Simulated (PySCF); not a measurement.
## C₆ coefficients of unlike pairs at PBE0

Calculated with PySCF 2.14 from the dipole response of each species, C₆(A,B) = (3/π) ∫ α_A(iu) α_B(iu) du, in atomic units, from isotropic polarisabilities. For ions this is the dispersion term alone; charge-induced terms of lower order in 1/R come first.

| species | configuration | basis | relativity | α (bohr³) | C₆ (like pair) |
| --- | --- | --- | --- | --- | --- |
| Os³⁺ | [Xe] 4f14 5d5 (6S) | aug-cc-pwCVTZ-PP with ECP60MDF (8s8p7d4f3g) | core potential | 6.925 | 37.43 |
| O | [He] 2s2 2p4 (3P) | aug-cc-pVQZ-DK (6s5p4d3f2g) | spin-free X2C | 5.369 | 16.18 |
| Cr²⁺ | [Ar] 3d4 (5D) | aug-cc-pVTZ-DK (8s7p5d3f2g) | spin-free X2C | 4.306 | 12.87 |
| Si | [Ne] 3s2 3p2 (3P) | aug-cc-pVQZ-DK (7s6p4d3f2g) | spin-free X2C | 39.85 | 325.4 |

Question: Estimate C₆ for Cr²⁺ with O.

Answer: The integral gives 14.24. The combination rule 2 C_A C_B / (C_A α_B/α_A + C_B α_A/α_B) gives 14.35 and the geometric mean 14.43.

No spin-orbit coupling is included.

The other pairs:

```csv
pair,C₆
"Si, O",64.63
"Cr²⁺, Os³⁺",21.92
"Si, Os³⁺",90.42
"Si, Cr²⁺",53.76
"O, Os³⁺",24.29
```
